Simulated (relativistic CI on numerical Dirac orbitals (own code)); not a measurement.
Computed by Dirac-Coulomb-Breit CI, KLI orbitals optimised for each configuration, model QED, valence Slater integrals scaled by 0.85, P86 correlation energy added to each configuration (own radial code, finite nucleus).

Configurations in the expansion (outside the closed core [Kr]): 4d2, 4d 5s, 5s2, 4d 5p, 4d 4f, 5s 5p, 4d 5d, 4d 6s, 4d 6p, 4f2, 5p2, 4d 7s, 4d 6d, 4d 7p, 4d 5f, 4d 5g, 5s 6s, 4d 7d, 4d 6f, 4f 5s, 5p 6s, 4f 5p. Levels of other configurations are missing.

For a near-neutral ion this model can misplace configurations by up to about 10,000 cm⁻¹ (more where the count of f electrons changes) and terms by 10 to 25 % of their spread. Rates follow the energies as ν³ (E1, M1) or ν⁵ (E2), so they and the lifetimes can be off by large factors. The fine structure of a lone outer electron comes out too small, for d and f at times inverted, and misplaced configurations move strength between like terms. 26 of the 26 excited levels that our extract of the measured tables holds in this range could be paired (the sources list more); they are missed by 1180 cm⁻¹ on average and 3370 at most, and levels without a partner can miss by more.

Outline of the computed level scheme of Zr III. Lowest level of each configuration: 4d2 3F_2 at 0.0000 eV; 4d 5s 3D_1 at 2.5750 eV; 5s2 1S_0 at 6.4320 eV; 4d 5p 1D°_2 at 6.8213 eV; 5s 5p 3P°_0 at 10.0338 eV; 4d 5d 1F_3 at 12.7868 eV; 4d 6s 3D_1 at 13.0507 eV.

Some strong electric-dipole decays among the lowest 45 levels: 5s 5p 1P°_1 → 5s2 1S_0 (1.1e+09 s⁻¹); 4d 5d 3G_5 → 4d 5p 3F°_4 (1.1e+09 s⁻¹); 4d 5d 3G_4 → 4d 5p 3F°_3 (9.0e+08 s⁻¹); 5s 5p 3P°_2 → 4d 5s 3D_3 (8.7e+08 s⁻¹); 4d 5p 1F°_3 → 4d2 1G_4 (7.5e+08 s⁻¹); 4d 5d 1F_3 → 4d 5p 1D°_2 (6.8e+08 s⁻¹); 4d 5d 3F_3 → 4d 5p 3D°_2 (6.7e+08 s⁻¹); 4d 5p 3D°_1 → 4d2 3F_2 (6.4e+08 s⁻¹).

Rates of lines that live on the mixing of spin multiplicities can be off by large factors.
